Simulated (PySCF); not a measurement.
Work out the structure from these simulated measurements.

Formula: C5H6OS.

| Item | Value |
| --- | --- |
| Dipole | 1.92 D [PBE0/pcSseg-1] |
| NMR, other nuclei | isotropic shieldings of nuclei other than C and H, by class: 234 (1 O), 312 (1 S) ppm [GIAO PBE0/pcSseg-1] |
| Rotational structure | rotational constants A, B, C: 4.842, 1.812, 1.330 GHz [PBE0-D3(BJ)/def2-SVP] |
| 1H NMR | chemical shifts (computed TMS as zero) by class: 6.68 (1 H), 6.31 (1 H), 5.86 (1 H), 3.70 (3 H) ppm [GIAO PBE0/pcSseg-1] |
| 13C NMR | chemical shifts (computed TMS as zero) by class: 175.2 (1 C), 129.2 (1 C), 117.6 (1 C), 101.6 (1 C), 57.2 (1 C) ppm [GIAO PBE0/pcSseg-1] |

The electronic properties come from PySCF, for the isolated species, density fitting. Levels stand in brackets. The structure is a single PBE0-D3(BJ)/def2-SVP conformer in the gas phase; no vibrational or solvent corrections. Each NMR value is the plain mean over a class of atoms that symmetry, rotation or inversion makes alike.

Question: Give a SMILES that accounts for the data.

Answer: Numbering: `[CH3:1][O:2][c:3]1[cH:4][cH:5][cH:6][s:7]1`. Its formula, C5H6OS, gives 3 degrees of unsaturation: 1 ring and 2 π bonds in the structure found (Kekulé form). 5 carbons fall into 5 classes; from least to most shielded: aromatic carbon bearing oxygen [C3] (175.2 ppm), aromatic CH carbon [C5] (129.2 ppm), aromatic CH next to a ring sulfur [C6] (117.6 ppm), aromatic CH carbon [C4] (101.6 ppm), methoxy carbon [C1] (57.2 ppm). Hydrogen classes from least to most shielded: 1 H on an aromatic CH carbon, C5 (6.68 ppm), 1 H on an aromatic CH next to a ring sulfur, C6 (6.31 ppm), 1 H on an aromatic CH carbon, C4 (5.86 ppm), 3 H on a methoxy carbon, C1 (3.70 ppm, a mean of values up to 0.5 ppm apart in this geometry). The other shieldings belong to: 234 ppm, aryl ether oxygen [O2]; 312 ppm, thiophene-type sulfur [S7]. The optimised geometry has point group Cs and is an asymmetric top. Structure: `COc1cccs1`. Computed isomers that give other values at the same levels: `CSc1ccoc1` (13C chemical shifts (computed TMS as zero) by class: 147.4 (1 C), 136.4 (1 C), 130.5 (1 C), 115.4 (1 C), 18.1 (1 C) ppm); `COc1ccsc1` (13C chemical shifts (computed TMS as zero) by class: 163.0 (1 C), 131.6 (1 C), 116.5 (1 C), 107.7 (1 C), 56.5 (1 C) ppm). The assignments are read from this structure; whether some other isomer fits the data as well wasn't checked.

Conformer computed: `[CH3:1][O:2][c:3]1[cH:4][cH:5][cH:6][s:7]1`: C1–O2–C3–C4 2°.
